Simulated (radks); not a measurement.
The numbers below are computed, except where a source is named.
How relativity changes the ionisation of neutral promethium ([Xe] 4f5 6s2) to Pm+ ([Xe] 4f5 6s1). Spin-unpolarised spherical Kohn-Sham, LDA (Slater exchange, Perdew-Wang correlation), point nucleus unless stated (finite: rms radius 4.962 fm), a radial shooting solver on a logarithmic mesh with Libxc functionals. A level marked "c x" has the speed of light scaled by that factor and shares open shells by 2j + 1; other Dirac levels either fill j = l - 1/2 first or share by 2j + 1.

non-rel.: E(Pm) (hartree) -9651.4591; E(Pm+) (hartree) -9651.2486; IE (eV) 5.730; HOMO 6s; <r> HOMO (bohr) 4.553
scalar-rel.: E(Pm) (hartree) -10013.5164; E(Pm+) (hartree) -10013.2934; IE (eV) 6.069; HOMO 4f; <r> HOMO (bohr) 1.067
scalar-rel., finite nucleus: E(Pm) (hartree) -10012.9277; E(Pm+) (hartree) -10012.7047; IE (eV) 6.069; HOMO 4f; <r> HOMO (bohr) 1.067
Dirac, 2j+1 shares: E(Pm) (hartree) -10020.0660; E(Pm+) (hartree) -10019.8429; IE (eV) 6.070; HOMO 4f7/2; <r> HOMO (bohr) 1.078
Dirac, low j first: E(Pm) (hartree) -10020.1153; E(Pm+) (hartree) -10019.8925; IE (eV) 6.064; HOMO 4f5/2; <r> HOMO (bohr) 1.062
Dirac, 2j+1 shares, finite nucleus: E(Pm) (hartree) -10019.4742; E(Pm+) (hartree) -10019.2512; IE (eV) 6.070; HOMO 4f7/2; <r> HOMO (bohr) 1.078
Dirac, c x 0.75: E(Pm) (hartree) -10369.7928; E(Pm+) (hartree) -10369.5539; IE (eV) 6.502; HOMO 4f7/2; <r> HOMO (bohr) 1.223
Dirac, c x 1.25: E(Pm) (hartree) -9878.5575; E(Pm+) (hartree) -9878.3396; IE (eV) 5.929; HOMO 4f7/2; <r> HOMO (bohr) 1.039
Dirac, c x 100: E(Pm) (hartree) -9651.4925; E(Pm+) (hartree) -9651.2819; IE (eV) 5.730; HOMO 6s1/2; <r> HOMO (bohr) 4.553

NIST Atomic Spectra Database: 5.582 eV (measured). The relativistic part of the total energy of Pm is -368 hartree (Dirac, 2j+1 shares, finite nucleus), 3.8 % of the non-relativistic value. Spin polarisation and multiplet splitting of open shells are left out at every level.

Beside tabulated values, note that relativity, absent from the non-relativistic runs, is large for the heavy elements, and spin-unpolarised runs miss the spin-polarisation part of the exchange energy of open shells.
